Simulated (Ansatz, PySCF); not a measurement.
Al(F)(H)(iPr) (C3H8AlF), SMILES C[CH]([AlH][F])C. Atoms are numbered in the order given.

```xyz
13

Al    -0.4237     1.1039    -0.1097
F      0.6138     2.0345    -1.0363
H     -1.3994     1.9046     0.8430
C     -0.3706    -0.8500    -0.3104
C     -0.7627    -1.5768     0.9880
C      0.9540    -1.3742    -0.8882
H     -1.1674    -1.0550    -1.0569
H     -0.8452    -2.6673     0.8294
H     -0.0085    -1.4273     1.7803
H     -1.7300    -1.2311     1.3894
H      1.2145    -0.8874    -1.8413
H      0.9097    -2.4634    -1.0699
H      1.7945    -1.1993    -0.1946
```

Geometry optimised at B3LYP-D3(BJ)/def2-SVP. The structure was generated by enumeration; whether it is a known compound was not checked. Other conformers were not sampled.

Two levels are set side by side: PBE-D3(BJ)/def2-SVP (Ansatz, a quantum-chemistry and plane-wave program) and B3LYP-D3(BJ)/def2-SVP (Ansatz). Each level has its own optimised geometry; the coordinates shown are those of the second. Frequencies come from the Hessian of PySCF at each geometry. Differences are taken from unrounded values.

| quantity | B3LYP-D3(BJ) | PBE-D3(BJ) | PBE-D3(BJ) minus B3LYP-D3(BJ) |
|---|---|---|---|
| mean bond length (Å) | 1.336 | 1.344 | 0.008 |
| bond Al1–F2 (Å) | 1.674 | 1.686 | 0.013 |
| bond Al1–C4 (Å) | 1.965 | 1.974 | 0.009 |
| bond C4–C5 (Å) | 1.539 | 1.539 | 0.001 |
| bond C4–C6 (Å) | 1.537 | 1.538 | 0.000 |
| bond Al1–H3 (Å) | 1.581 | 1.598 | 0.017 |
| bond C4–H7 (Å) | 1.111 | 1.119 | 0.008 |
| bond C5–H8 (Å) | 1.105 | 1.113 | 0.008 |
| bond C5–H9 (Å) | 1.104 | 1.112 | 0.007 |
| bond C5–H10 (Å) | 1.103 | 1.110 | 0.008 |
| bond C6–H11 (Å) | 1.101 | 1.109 | 0.007 |
| bond C6–H12 (Å) | 1.105 | 1.113 | 0.008 |
| bond C6–H13 (Å) | 1.104 | 1.111 | 0.007 |
| highest harmonic wavenumber (cm⁻¹) | 3103 | 3052 | -51 |
| mean harmonic wavenumber (cm⁻¹) | 1350 | 1315 | -35 |
| zero-point energy (kcal/mol) | 63.68 | 62.01 | -1.67 |

GGA bonds tend to be longer and softer than those of functionals with exact exchange. Differences between two approximate levels are no errors against the true value.
